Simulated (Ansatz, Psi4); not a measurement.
## CH4Se: a line through the functionals

CH4Se has 6 atoms, charge 0, and is taken as a singlet. SMILES: `C[SeH]`. Geometry: relaxed at PBE0-D4/def2-TZVP.

The electronic atomisation energy y, in eV, basis def2-SVPD; a is the functional's share of exact exchange. Programs: Ansatz 0.2.0, Psi4 1.11.

| functional | program | a | y (eV) |
| --- | --- | --- | --- |
| TPSS | Psi4 | 0 | 20.11 |
| r2SCAN | Ansatz | 0 | 19.85 |
| TPSSh | Psi4 | 0.1 | 20.06 |
| B3LYP | Ansatz | 0.2 | 19.73 |
| PBE0 | Ansatz | 0.25 | ? |
| r2SCAN0 | Ansatz | 0.25 | 19.65 |
| BHLYP | Ansatz | 0.5 | 19.30 |

Task: Fit y = c + s·a to the known rows and predict PBE0.

Result: 
1. Means of the 6 rows: a = 0.1750, y = 19.783.
2. Σ(Δa)² = 0.17875, Σ(Δa·Δy) = -0.258, so the slope is -0.258/0.17875 = -1.4434.
3. Intercept: 19.783 − (-1.4434) × 0.1750 = 20.036. The largest residual of the fit is 0.19.
4. PBE0: 20.036 + (-1.4434) × 0.25 = 19.68 eV.

The run gave 19.81 eV, so the prediction is off by -0.13 eV, within the largest residual. The rows mix families of semi-local functionals, which the line can't see.
